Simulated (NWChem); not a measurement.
System: CH$_{3}$BrOSi, singlet; SMILES Br[Si]OC

```xyz
7

Si     1.2166    -0.6098    -0.0006
Br    -0.1633     1.2306     0.0006
O      0.1485    -1.8599    -0.0001
C     -1.2411    -2.0660     0.0016
H     -1.7909    -1.1110    -0.0021
H     -1.5221    -2.6500    -0.8882
H     -1.5213    -2.6423     0.8967
```
Atoms are numbered in this order, from 1.

Program: NWChem. Low-valent species are run as closed-shell singlets; no triplet was tried in these runs. Structure relaxed at the PBE0/def2-SVP level. Level: PBE0/def2-SVP with SMD (1 M gas to 1 M solution), gas-phase geometry. Reactions with the solvent are ignored.

For solvent n-hexane:

| Property | Result |
|---|---|
| solvation free energy (kcal/mol) | -3.3 |
| cavity-dispersion-structure term (kcal/mol) | -2.4 |
| dipole in solution (D) | 2.12 |

What are these values for solvent water?


| Item | Result |
|---|---|
| solvation free energy (kcal/mol) | -1.1 |
| cavity-dispersion-structure term (kcal/mol) | 1.4 |
| dipole in solution (D) | 2.33 |
